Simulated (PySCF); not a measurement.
HSi (SMILES [SiH]), doublet, geometry from GFN2-xTB. Base run: B3LYP/def2-TZVP in PySCF.

Here is a job for PySCF.
```python
from pyscf import gto, scf, dft

mol = gto.M(
    atom='''
Si   -0.000000   -0.000000   -0.101047
H     0.000000    0.000000    1.414657
''',
    basis='def2-tzvp',
    charge=0,
    spin=1,
    verbose=4,
)

mf = dft.UKS(mol)
mf.xc = 'b3lyp'
mf.kernel()
mf.analyze()
```

Each row names what was changed in the base input (with any setting that the change needs).

```json
[
 {"change": "base", "ΔE vs base (mEh)": "0.000", "fitting functions": "-", "dipole (D)": "0.09"},
 {"change": "auxbasis = even-tempered beta=3.0", "ΔE vs base (mEh)": "-0.564", "fitting functions": "170", "dipole (D)": "0.09"},
 {"change": "auxbasis = def2-universal-jkfit", "ΔE vs base (mEh)": "-0.027", "fitting functions": "146", "dipole (D)": "0.09"},
 {"change": "auxbasis = autoaux", "ΔE vs base (mEh)": "-0.003", "fitting functions": "264", "dipole (D)": "0.09"},
 {"change": "auxbasis = def2-tzvp-ri", "ΔE vs base (mEh)": "-15.419", "fitting functions": "128", "dipole (D)": "0.09"},
 {"change": "auxbasis = cc-pvdz-jkfit", "ΔE vs base (mEh)": "-0.013", "fitting functions": "135", "dipole (D)": "0.09"},
 {"change": "only_dfj = on; auxbasis = def2-universal-jfit", "ΔE vs base (mEh)": "-0.072", "fitting functions": "62", "dipole (D)": "0.10"},
 {"change": "auxbasis = cc-pvtz-jkfit", "ΔE vs base (mEh)": "-0.003", "fitting functions": "151", "dipole (D)": "0.09"},
 {"change": "auxbasis = even-tempered beta=2.0", "ΔE vs base (mEh)": "-0.007", "fitting functions": "255", "dipole (D)": "0.09"},
 {"change": "auxbasis = even-tempered beta=1.6", "ΔE vs base (mEh)": "-0.002", "fitting functions": "374", "dipole (D)": "0.09"}
]
```

A fitting set is made for a task (jfit for Coulomb, jkfit for Coulomb and exchange, ri for correlation) and for a family of orbital bases.

Open shells are given as the SCF converged; they aren't shown to be the lowest states, and a large step between rows can be another state.
